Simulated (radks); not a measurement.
The numbers below are computed, except where a source is named.
Q: Ionisation of Te+, [Kr] 4d10 5s2 5p3, to Te2+, [Kr] 4d10 5s2 5p2, under several functionals. Dirac Kohn-Sham, spin-unpolarised, spherical densities, finite nucleus; open shells fill j = l - 1/2 first; a radial shooting solver on a logarithmic mesh with Libxc functionals. The NIST Atomic Spectra Database gives 18.6 eV (measured). Rank these functionals by the error of their Delta-SCF ionisation energy: SOGGA; PBEsol; AM05; XLYP.

A: From best to worst: PBEsol 17.488 eV (-1.112); AM05 17.440 eV (-1.160); SOGGA 17.387 eV (-1.213); XLYP 17.359 eV (-1.241). Spin polarisation and multiplet splitting are left out, so open shells lie too high by an amount that depends on their filling.

Beside tabulated values, note that spin-unpolarised runs miss the spin-polarisation part of the exchange energy of open shells.
